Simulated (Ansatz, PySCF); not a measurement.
C2H6ClFSi, SMILES C[Si](C)(F)Cl.

The structure is a stationary point at ωB97X-D3(BJ)/def2-SVP.

Vertical ionisation energy (IE) and electron affinity (EA) in eV. Rows of orbital energies are one-electron estimates. Where ΔSCF, EOM or ADC give a negative EA the extra electron is unbound and the value depends on the basis.

| level | IE | EA |
|---|---|---|
| −ε(HOMO), −ε(LUMO), HF/def2-TZVP (PySCF) | … | … |
| −ε(HOMO), −ε(LUMO), PBE/def2-TZVP (PySCF) | 7.36 | -0.09 |
| ΔSCF, PBE0/def2-SVPD (Ansatz), final states of multiplicity 2 and 2 | 10.84 | -1.37 |
| ΔSCF, PBE/def2-SVPD (Ansatz), final states of multiplicity 2 and 2 | 10.39 | -1.17 |

Problem. What belongs in the gaps? (An estimate is asked for; the answer gives what the named calculation found.)

Solution. 
- −ε(HOMO), −ε(LUMO), HF/def2-TZVP (PySCF), IE: 12.01
- −ε(HOMO), −ε(LUMO), HF/def2-TZVP (PySCF), EA: -3.36

Problem. What vertical singlet–triplet gap does ΔSCF give with PBE0/def2-SVPD (Ansatz, an electronic-structure program) and with PBE/def2-SVPD (Ansatz)? (An estimate is asked for; the answer gives what the named calculation found.)

Solution. 7.88 and 7.21 eV (triplet above singlet where positive).
